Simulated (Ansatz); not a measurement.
Consider the redistribution: `[NH2][Zn][CH2]F` + `C[SiH2][SiH](O)F` → `F[CH2][Zn][F]` + `C[SiH2][SiH](N)O`.

Gas-phase electronic energies from Ansatz, PBE0-D4/def2-TZVP geometries. CCSD(T)/CBS is the MP2 limit (def2-TZVPP, def2-QZVPP) plus CCSD(T) − MP2 in def2-TZVPP, frozen cores. DFT in def2-TZVPP. B3LYP here is the variant with VWN-RPA as its local correlation; programs differ in this. For Zn outer-core shells are correlated without core-valence functions, which leaves a few kJ/mol of doubt a bond. Scalar relativity is left out up to krypton. One conformer a species, not always the lowest.

Problem. Is it downhill or uphill in electronic energy at CCSD(T)/CBS, and by how much? (Estimate.)

Solution. The calculation gave: Uphill: ΔE = +21.5 kJ/mol.

Problem. What do these levels give: PBE-D4, r2SCAN-D4, PBE0-D4, B3LYP-D4, ωB97X-V, ωB97M-V, PBE0, MP2/def2-TZVPP, CCSD/def2-TZVPP, CCSD(T)/def2-TZVPP, MP2/CBS(def2), CCSD/CBS(def2)? (An estimate is asked.)

Solution. Computed: PBE-D4 16.8, r2SCAN-D4 20.7, PBE0-D4 18.1, B3LYP-D4 18.9, ωB97X-V 19.4, ωB97M-V 21.0, PBE0 19.9, MP2/def2-TZVPP 27.9, CCSD/def2-TZVPP 24.7, CCSD(T)/def2-TZVPP 25.3, MP2/CBS(def2) 24.1, CCSD/CBS(def2) 20.9 kJ/mol.

Largest T1 diagnostic among the species: 0.016.

The D4 term adds −3.3 kJ/mol with B3LYP and −1.8 kJ/mol with PBE0; it sums over pairs of atoms, weighted by their polarisabilities, and B3LYP, whose exchange is more repulsive, gets the larger term. In def2-TZVPP, CCSD(T) changes the Hartree–Fock value by +5.9 kJ/mol (the triples alone add +0.6 kJ/mol) and MP2 by +8.4 kJ/mol.
